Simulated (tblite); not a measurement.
Species: C₇H₄F₂O.
Atom-mapped SMILES: `[CH:1]#[C:2]/[CH:3]=[C:4](/[C:5]#[CH:6])[O:7][CH:8]([F:9])[F:10]` (hydrogens: H11 on C1; H12 on C3; H13 on C6; H14 on C8)

Computed with GFN2-xTB (tblite), gas phase: Langevin dynamics at 300 K from the optimised GFN2-xTB geometry, time step 0.5 fs, friction 0.01 fs⁻¹, 2000 steps. The instantaneous temperature is 2·E(kin)/(3Nk) with all 3N coordinates.

```
t (fs)  T (K)  E(pot) above start (eV)  C1≡C2 (Å)  C2–C3 (Å)  C3=C4 (Å)  C4–C5 (Å)  C5≡C6 (Å)  C1–H11 (Å)  C3–C4–O7–C8 (°)
     0    232                    0.000      1.202      1.402      1.346      1.412      1.202       1.049              177
    25    165                    0.273      1.189      1.352      1.343      1.404      1.203       1.064              178
    50    207                    0.305      1.222      1.392      1.370      1.482      1.194       1.022              164
    75    196                    0.348      1.200      1.449      1.327      1.396      1.213       1.082              166
   100    166                    0.328      1.204      1.408      1.341      1.396      1.206       1.010              160
   125    139                    0.391      1.200      1.404      1.342      1.429      1.189       1.106              164
   150    290                    0.322      1.205      1.389      1.351      1.386      1.205       1.011              161
   175    271                    0.386      1.204      1.399      1.358      1.385      1.226       1.066              162
   200    254                    0.566      1.203      1.392      1.343      1.431      1.169       1.053              159
   225    277                    0.384      1.215      1.387      1.326      1.400      1.222       1.060              149
   250    314                    0.372      1.188      1.412      1.337      1.389      1.198       1.063              147
   275    293                    0.489      1.191      1.416      1.366      1.458      1.190       1.032              147
   300    227                    0.523      1.223      1.391      1.345      1.443      1.215       1.073              163
   325    366                    0.372      1.193      1.390      1.363      1.429      1.217       1.061              168
   350    344                    0.548      1.190      1.462      1.362      1.487      1.195       1.048              173
   375    291                    0.577      1.218      1.432      1.351      1.364      1.200       1.046             -171
   400    236                    0.645      1.228      1.435      1.366      1.436      1.209       1.068             -160
   425    253                    0.647      1.205      1.483      1.343      1.423      1.174       1.055             -148
   450    318                    0.463      1.209      1.450      1.316      1.406      1.227       1.035             -150
   475    375                    0.352      1.209      1.380      1.332      1.451      1.210       1.076             -146
   500    286                    0.430      1.188      1.391      1.382      1.444      1.189       1.020             -154
   525    266                    0.601      1.201      1.363      1.379      1.370      1.211       1.081             -167
   550    268                    0.555      1.219      1.388      1.383      1.390      1.216       1.027             -162
   575    318                    0.458      1.173      1.393      1.311      1.394      1.179       1.083             -169
   600    363                    0.477      1.213      1.404      1.321      1.406      1.208       1.025             -173
   625    342                    0.570      1.230      1.439      1.360      1.443      1.202       1.074             -166
   650    348                    0.528      1.176      1.398      1.384      1.417      1.198       1.031             -161
   675    224                    0.556      1.221      1.373      1.355      1.446      1.226       1.062             -151
   700    230                    0.527      1.207      1.389      1.331      1.411      1.209       1.060             -150
   725    184                    0.475      1.179      1.433      1.329      1.434      1.183       1.035             -155
   750    227                    0.394      1.199      1.400      1.342      1.402      1.225       1.051             -161
   775    246                    0.290      1.223      1.389      1.389      1.380      1.193       1.056             -163
   800    284                    0.239      1.199      1.377      1.366      1.392      1.190       1.034             -167
   825    235                    0.368      1.198      1.420      1.351      1.417      1.231       1.064             -177
   850    324                    0.428      1.207      1.383      1.336      1.406      1.212       1.042              169
   875    231                    0.444      1.208      1.431      1.336      1.464      1.179       1.046              167
   900    279                    0.291      1.200      1.364      1.359      1.386      1.212       1.057              160
   925    231                    0.393      1.185      1.398      1.384      1.424      1.215       1.051              161
   950    247                    0.317      1.218      1.384      1.378      1.417      1.207       1.071              156
   975    235                    0.351      1.206      1.389      1.340      1.415      1.209       1.064              152
  1000    288                    0.353      1.190      1.392      1.332      1.425      1.211       1.048              146
```

**Question.** From 500 fs on, how do temperature and potential energy compare with equipartition?

**Answer.** The mean temperature of these 21 frames is 269 K against the target 300 K, and the mean potential energy 0.43 eV against 36 × kT/2 = 0.47 eV for 36 classical harmonic modes. For 14 atoms in a canonical ensemble the temperature itself scatters by T·√(2/(3N)) = 65 K; here its standard deviation is 47 K. The whole run lasts only 10 friction times of 100 fs, so these averages carry a wide statistical error.

**Question.** What are the kinetic and total energies of the listed frame with the highest potential energy?

**Answer.** The one at 425 fs, 0.647 eV above the start. Its kinetic energy is 3NkT/2 = 0.458 eV at 253 K, so the sum is 1.10 eV; over the listed frames the sum runs from 0.42 to 1.19 eV, since the thermostat adds and removes energy.

**Question.** How much do the listed bonds fluctuate from 500 fs on?

**Answer.** 
```json
{"bond": "C1≡C2", "at the start (Å)": "1.202", "mean (Å)": "1.202", "standard deviation (Å)": "0.016"}
{"bond": "C2–C3", "at the start (Å)": "1.402", "mean (Å)": "1.395", "standard deviation (Å)": "0.020"}
{"bond": "C3=C4", "at the start (Å)": "1.346", "mean (Å)": "1.355", "standard deviation (Å)": "0.023"}
{"bond": "C4–C5", "at the start (Å)": "1.412", "mean (Å)": "1.413", "standard deviation (Å)": "0.023"}
{"bond": "C5≡C6", "at the start (Å)": "1.202", "mean (Å)": "1.205", "standard deviation (Å)": "0.015"}
{"bond": "C1–H11", "at the start (Å)": "1.049", "mean (Å)": "1.052", "standard deviation (Å)": "0.018"}
```

The motion is classical and holds no zero-point motion.

What follows is the cost of the whole dynamics run. Time: 21 s of wall time; peak memory 0.18 GiB. Hardware: Arm Neoverse N1, one thread, shared host with 64 logical CPUs at a one-minute load of 62.
